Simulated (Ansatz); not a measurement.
`O[B](Cl)[GaH2]` + HI → `[GaH2][I]` + `OBCl` at 600 K and 1 bar (cleavage of the Ga–B bond).

Calculated with Ansatz (gas phase, PBE0-D4/def2-TZVP geometries, no zero-point term in ΔE). CCSD(T)/CBS adds triple-zeta CCSD(T) − MP2 to the extrapolated MP2 energy (def2 sets, frozen cores). This one scheme is used for every species. Elements past krypton have def2 core potentials. For Ga, I outer-core shells are correlated without core-valence functions, which leaves a few kJ/mol of doubt a bond. Scalar relativity is left out up to krypton. Each species was taken in one conformer, which may not be the lowest.

| species | CCSD(T)/CBS energy (Eh) | H − E (kJ/mol) | S (J/(mol·K)) |
| --- | --- | --- | --- |
| `O[B](Cl)[GaH2]` | -2485.55917 | 138.6 | 411.5 |
| HI | -298.03592 | 31.6 | 227.0 |
| `[GaH2][I]` | -2222.61527 | 67.0 | 325.9 |
| `OBCl` | -561.03999 | 107.2 | 308.7 |

H − E and S are ideal-gas, rigid-rotor, harmonic terms from PBE0-D4/def2-TZVP, for one conformer and one mirror image of each species. 1 Eh = 2625.50 kJ/mol, R = 8.31446 J/(mol·K).

Q: By hand: ΔE, ΔH, ΔS and ΔG.

A: ΔE = (-2222.61527) + (-561.03999) − (-2485.55917) − (-298.03592) = -0.06017 Eh = -158.0 kJ/mol. Δ(H − E) = 67.0 + 107.2 − 138.6 − 31.6 = 4.0, so ΔH = -154.0 kJ/mol. ΔS = 325.9 + 308.7 − 411.5 − 227.0 = -3.9 J/(mol·K). ΔG = -154.0 − 600 × (-3.9)/1000 = -151.7 kJ/mol.

Q: By hand: the equilibrium constant, and the temperature at which ΔG would vanish if ΔH and ΔS stayed fixed.

A: log₁₀ K = −ΔG/(RT ln 10) = 13.2. ΔG = 0 at ΔH/ΔS = 39487 K, far beyond where these terms or the molecules hold.

The number of gas molecules stays the same, so ΔS is small and ΔH decides. A doubt of 5 kJ/mol in ΔE shifts log₁₀ K by 0.4 here. Other conformers and mirror images would add mixing entropy, several J/(mol·K) or more a flexible species. These are equilibria of isolated gas molecules and say nothing of rates. Largest T1 diagnostic: 0.014 (customary marks: 0.02 for closed shells, 0.045 for open ones).
